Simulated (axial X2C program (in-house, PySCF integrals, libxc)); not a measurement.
# CrI⁺: from the spin-free to the two-component result

Calculated with an in-house relativistic program for diatomic molecules. Spin-free means the one-electron spin-free X2C Hamiltonian; two-component (2c) means X2C with spin–orbit coupling and atomic mean-field two-electron Coulomb and Gaunt terms, so the difference of the two also holds small scalar two-electron terms. Basis: I dyall-cv3z [11s12p8d4f1g], Cr dyall-cv3z [9s10p6d3f2g] (cores contracted in-house); Gaussian nuclei, density fitting, unrestricted open shells. Masses: I 126.904 u, Cr 51.941 u.

Spin-free state: M_S = 2, Λ = 1 (beyond evenly filled blocks: σα, π+α, δ+α, δ-α); fragments I + Cr+.

| level | Re (Å) | ωe (cm⁻¹) | De (eV) | μ (D) |
| --- | --- | --- | --- | --- |
| PBE0 | 2.481 | 262.7 | 1.779 | 7.77 |
| TPSS | 2.472 | 263.7 | 2.285 | 7.35 |

Dipoles are positive if Cr is the positive end and refer to the centre of mass.

Two-component determinant lowest at the distance of the search:

Ω = 1 (⟨Sz⟩ = 2.00, ⟨Lz⟩ = -1.00 at PBE0); fragments I + Cr+.

```json
{"level": "PBE0", "Re (Å)": "2.499", "ωe (cm⁻¹)": "251.4", "De (eV)": "1.705", "μ (D)": "7.45"}
{"level": "TPSS", "Re (Å)": "2.485", "ωe (cm⁻¹)": "256.4", "De (eV)": "2.232", "μ (D)": "7.16"}
```

Problem. From the two tables, how do the constants change at the PBE0 level (2c against spin-free)?

Solution. At the PBE0 level Re rises by 0.018 Å and ωe drops by 11.3 cm⁻¹; De changes by -0.074 eV.

Occupations by symmetry block were frozen at the best pattern of an incomplete PBE0 search. De is counted from the lowest determinant-based energies of the atoms at the same level, without counterpoise correction. Density functionals use the spin component along the axis (collinear). Other states lie close and PBE0, whose exact exchange favours high spin, may order them wrongly; the determinant shown need not be the ground state. The nearest other spin-free determinant of the search, M_S = 2, Λ = 0, lies 0.25 eV up at the distance of the search. Without a current term, density functionals place determinants with orbital angular momentum somewhat too high. With several unpaired electrons one determinant need not be a pure state. Open-shell Ω = 0 determinants with evenly filled partner blocks cannot be reached by this program, so the Ω shown need not be the lowest component. The determinant is spin-polarised beyond a pure state at some levels (its spin-free form has ⟨S²⟩ too high), which makes Re and μ there less reliable.
